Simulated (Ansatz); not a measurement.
`BCOC` + HI → `COCI` + BH₃  (substitution at a C–B bond)

Gas-phase electronic energies from Ansatz, PBE0-D4/def2-TZVP geometries. CCSD(T)/CBS is the MP2 limit (def2-TZVPP, def2-QZVPP) plus CCSD(T) − MP2 in def2-TZVPP, frozen cores. This one scheme is used for every species. Functionals use def2-TZVPP. B3LYP here is the variant with VWN-RPA as its local correlation; programs differ in this. HSE06 is defined as in plane-wave codes. def2 core potentials past Kr. For I outer-core shells are correlated without core-valence functions, which leaves a few kJ/mol of doubt a bond. Each species was taken in one conformer, which may not be the lowest.

`BCOC`:

Z-matrix (Å, degrees):
```
C
O 1 1.402
B 1 1.546 2 115.0
H 1 1.110 2 111.1 3 122.7
H 1 1.109 2 111.1 3 -122.8
C 2 1.400 1 112.7 3 -180.0
H 3 1.194 1 122.2 2 0.0
H 3 1.197 1 117.6 2 -180.0
H 6 1.090 2 107.7 1 -180.0
H 6 1.100 2 111.5 1 -60.5
H 6 1.100 2 111.5 1 60.5
```

HI:

Cartesian coordinates in Å:
```
I -0.667 -0.413 -0.182
H 0.667 0.413 0.182
```

`COCI`:

Z-matrix (Å, degrees):
```
C
O 1 1.411
H 1 1.096 2 110.9
H 1 1.088 2 106.9 3 -119.5
H 1 1.095 2 110.4 3 121.1
C 2 1.354 1 114.7 3 -55.2
I 6 2.211 2 113.9 1 -72.3
H 6 1.085 2 109.4 1 172.3
H 6 1.092 2 114.0 1 45.3
```

BH₃:

```xyz
4

B     0.000    0.000    0.000
H     0.512   -0.766    0.759
H    -1.095   -0.219   -0.421
H     0.583    0.985   -0.338
```

Problem. Is it downhill or uphill in electronic energy at CCSD(T)/CBS, and by how much? (Estimate.)

Solution. Ansatz gave: Uphill: ΔE = +31.5 kJ/mol.

Problem. What do these levels give: revPBE-D4, PBE0-D4, B3LYP-D4, r2SCAN0-D4, HSE06-D4, r2SCAN, r2SCANh, r2SCAN0, HSE06, LC-ωPBE, CCSD/def2-TZVPP, CCSD/CBS(def2)? (An estimate is asked.)

Solution. Ansatz gave: revPBE-D4 30.5, PBE0-D4 39.5, B3LYP-D4 32.9, r2SCAN0-D4 40.0, HSE06-D4 39.0, r2SCAN 36.1, r2SCANh 38.1, r2SCAN0 40.7, HSE06 41.7, LC-ωPBE 51.9, CCSD/def2-TZVPP 40.8, CCSD/CBS(def2) 36.3 kJ/mol.

Problem. What do rigid-rotor, harmonic-oscillator terms from PBE0-D4/def2-TZVP frequencies (298.15 K, 1 bar) make of the CCSD(T)/CBS value? (Estimate.)

Solution. Ansatz gave: ΔZPE = +5.5 kJ/mol, ΔH = +36.9 kJ/mol, ΔS = -2 J/(mol·K), ΔG = +37.3 kJ/mol.

Largest T1 diagnostic among the species: 0.011.

At CCSD(T), def2-SVP lies +15.8 kJ/mol from the extrapolated value and def2-TZVPP +4.6 kJ/mol. From BLYP to BHLYP (50 % exact exchange), in def2-TZVPP and without D4, ΔE moves by +9.9 kJ/mol.
